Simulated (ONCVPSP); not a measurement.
**PBEsol ONCV dataset for silver, scalar-relativistic all-electron reference.**

```
Element                 : silver
Generator               : ONCVPSP 4.0.1
Type                    : optimised norm-conserving Vanderbilt (ONCV)
Functional              : PBEsol
Relativity              : scalar-relativistic
Frozen core             : [Ar] 3d10
Valence charge          : 19
Reference configuration : 4s2 4p6 4d10 5s1
Partial waves           : 4s+5s: rc 1.35 bohr, ncon 5, nbas 9, qcut 8.3 1/bohr, 2 projectors; 4p: rc 1.65 bohr, ncon 3, nbas 8, qcut 8 1/bohr, 3 projectors, debl 2.3 Ha; 4d: rc 1.35 bohr, ncon 4, nbas 7, qcut 6.4 1/bohr, local
Local potential         : the d channel
Core correction         : none
```

All-electron outer shells of the reference configuration (PBEsol, scalar-relativistic, ld1.x):

```
shell  level (eV)  outermost node (bohr)  outermost maximum (bohr)
   3d     -358.49                      –                      0.27
   4s      -94.97                   0.44                      0.82
   4p      -58.51                   0.44                      0.87
   4d       -7.45                   0.43                      1.04
   5s       -4.42                   1.11                      2.49
```

Task: Estimate the cutoffs (Ha) at which the residual kinetic energy of the hardest occupied pseudo-wave falls to 1 and 0.1 mHa per electron.

Result: 80 Ha and 96 Ha.

Task: Does the potential have ghost states?

Result: Ghosts flagged at negative energy: s at -1081.9 eV; no localised positive-energy state flagged. A true bound ghost makes a file unfit for plane-wave use.

Task: Which valence shell sets the plane-wave cutoff?

Result: 4d: 80 Ha for 1 mHa per electron, against 31 Ha for 4s.

Task: Tests: 4s2 4p6 4d10 5s0; 4s2 4p6 4d9 5s0; 4s2 4p6 4d8 5s0; 4s2 4p6 4d9 5s1 5p1. Which has the largest error in its energy relative to the reference configuration, and how large is it?

Result: 4s2 4p6 4d8 5s0, with -20 meV (all-electron minus pseudo) on +66.04 eV.
